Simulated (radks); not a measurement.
Isoelectronic series with 7 electrons, all held in the configuration [He] 2s2 2p3, which need not be the ground one along the series. Method: non-relativistic Kohn-Sham, PBE, spin-unpolarised, spherical densities, point nucleus; computed with a radial shooting solver on a logarithmic mesh with Libxc functionals. Total energies (hartree) and screening constants sigma, defined by e = -(Z - sigma)^2 / (2 n^2) hartree:

| ion | E (hartree) | 2p | 2s |
|---|---|---|---|
| N | -54.42100 | 5.556 | 4.664 |
| O+ | -74.34108 | 5.319 | 4.587 |
| F2+ | -97.52674 | 5.204 | 4.532 |
| Ne3+ | -123.97110 | 5.134 | 4.493 |
| Mg5+ | -186.62458 | 5.050 | 4.440 |
| Al6+ | -222.83088 | 5.022 | 4.421 |
| Si7+ | -262.28917 | 5.000 | 4.406 |
| P8+ | -304.99897 | 4.982 | 4.393 |
| S9+ | -350.95997 | 4.967 | 4.383 |
| Cl10+ | -400.17191 | 4.955 | 4.374 |
